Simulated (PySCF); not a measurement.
F₄Ti, SMILES [F][Ti-]([F])([F])[F] (connectivity only; charge and spin as stated), charge -1, multiplicity 2. Geometry: PBE0-D3(BJ)/def2-SVPD. The multiplicity is an assumed one; other spin states were not compared.

Level of theory: PBE0-D3(BJ)/def2-SVPD (PySCF).

Harmonic wavenumbers (cm⁻¹): 120, 155, 177, 187, 187, 563, 582, 636, 636. Rotational constants (GHz): 3.148, 3.148, 2.485; symmetry number 4.

Question: Work out the zero-point energy and the ideal-gas rigid-rotor harmonic-oscillator thermochemistry at 298.15 K and 1 atm.

Answer: ZPE = ½ Σ hcν = ½ × 3244 cm⁻¹ = 4.64 kcal/mol. H − E(el) = 9.34 kcal/mol. Entropy in cal/(mol K): translation 40.36, rotation 24.22, vibration 14.35, spin 1.38, total 80.30. G − E(el) = -14.60 kcal/mol. Cp = 21.46 cal/(mol K). Modes under 150 cm⁻¹ make the vibrational entropy uncertain.
